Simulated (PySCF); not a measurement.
Ionisation energy of V by level of theory

V [Ar] 3d3 4s2 (4F) → V⁺ [Ar] 3d4 (5D), as a difference of total energies. Computed with PySCF 2.14 in x2c-QZVPPall (11s7p5d3f2g, 96 functions), with the spin-free X2C one-electron Hamiltonian (Gaussian nucleus). Correlated levels: valence: [Ar] frozen; valence and next inner shell: [Ne] frozen. The calculations carry no spin-orbit coupling.

```json
{"method": "UHF", "ionisation energy (eV)": "6.178", "plus first-order spin-orbit estimate": "6.193", "error of that sum (eV)": "-0.553"}
{"method": "LDA", "ionisation energy (eV)": "6.456", "plus first-order spin-orbit estimate": "6.470", "error of that sum (eV)": "-0.276"}
{"method": "PBE", "ionisation energy (eV)": "6.372", "plus first-order spin-orbit estimate": "6.387", "error of that sum (eV)": "-0.359"}
{"method": "PBE0", "ionisation energy (eV)": "6.338", "plus first-order spin-orbit estimate": "6.352", "error of that sum (eV)": "-0.394"}
{"method": "TPSS", "ionisation energy (eV)": "6.337", "plus first-order spin-orbit estimate": "6.352", "error of that sum (eV)": "-0.394"}
{"method": "wB97X-V", "ionisation energy (eV)": "6.380", "plus first-order spin-orbit estimate": "6.394", "error of that sum (eV)": "-0.352"}
{"method": "HSE06", "ionisation energy (eV)": "6.395", "plus first-order spin-orbit estimate": "6.410", "error of that sum (eV)": "-0.336"}
{"method": "MP2 (valence)", "ionisation energy (eV)": "6.573", "plus first-order spin-orbit estimate": "6.587", "error of that sum (eV)": "-0.159"}
{"method": "SCS-MP2 (valence)", "ionisation energy (eV)": "7.101", "plus first-order spin-orbit estimate": "7.116", "error of that sum (eV)": "+0.370"}
{"method": "MP2 (valence and next inner shell)", "ionisation energy (eV)": "6.363", "plus first-order spin-orbit estimate": "6.378", "error of that sum (eV)": "-0.368"}
{"method": "SCS-MP2 (valence and next inner shell)", "ionisation energy (eV)": "6.823", "plus first-order spin-orbit estimate": "6.837", "error of that sum (eV)": "+0.091"}
```

Reference: 6.746 eV (measured; NIST Atomic Spectra Database, ionization energies).

A first-order spin-orbit estimate (lowest level to lowest level, LS coupling) adds 0.014 eV.

Errors of the correlated levels include the incompleteness of this basis and the frozen core.
